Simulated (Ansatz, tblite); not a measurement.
Cost and result up the ladder for B3PH10 (relaxed from a model of B3H7(PH3), whose bonding it doesn't keep) (14 atoms). Total charge 0; singlet. Geometry: B3LYP-D4/def2-SVP.

```csv
atom,x (Å),y (Å),z (Å)
B1,0.851,-0.538,1.136
B2,-0.875,-0.205,1.057
H3,-0.027,-0.027,2.033
B4,-0.003,-0.705,-0.494
P5,-0.012,0.956,-1.507
H6,1.091,-1.201,-0.695
H7,1.207,-1.595,1.595
H8,1.680,0.339,1.033
H9,-1.660,-1.043,1.425
H10,-1.317,0.915,0.873
H11,-0.854,-1.421,-0.969
H12,-1.286,1.498,-1.788
H13,0.636,2.055,-0.900
H14,0.570,0.972,-2.800
```

Ansatz on 4 threads of Arm Neoverse V2 on a shared host; xTB runs through tblite on one thread. Times are rough, summed over both states, and most runs start from the orbitals of an earlier one. PBE0-D4/def2-TZVP serves as the yardstick here, not as an exact answer. The other state is a doublet.

The xTB rows come from tblite. HOMO above LUMO, or a gap near zero within one spin, warns that the state may not be the lowest or that an electron is smeared out.

Raw xTB energies of ions are shifted by several eV.

```
                          level  functions  wall time  vertical IE (eV)  difference from PBE0-D4/def2-TZVP (eV)                                     remarks
                       GFN2-xTB         31    0.007 s             12.65                                    2.31                                           –
                       GFN1-xTB         41    0.012 s             14.32                                    3.98                                           –
               PBE-D4/def2-TZVP        190      4.5 s              9.94                                   -0.40  gap within one spin near zero (+1 doublet)
            r2SCAN-D4/def2-TZVP        190      8.9 s             10.09                                   -0.25                                           –
PBE0-D4/def2-TZVP (with forces)        190      9.9 s             10.34                                    0.00                                           –
```
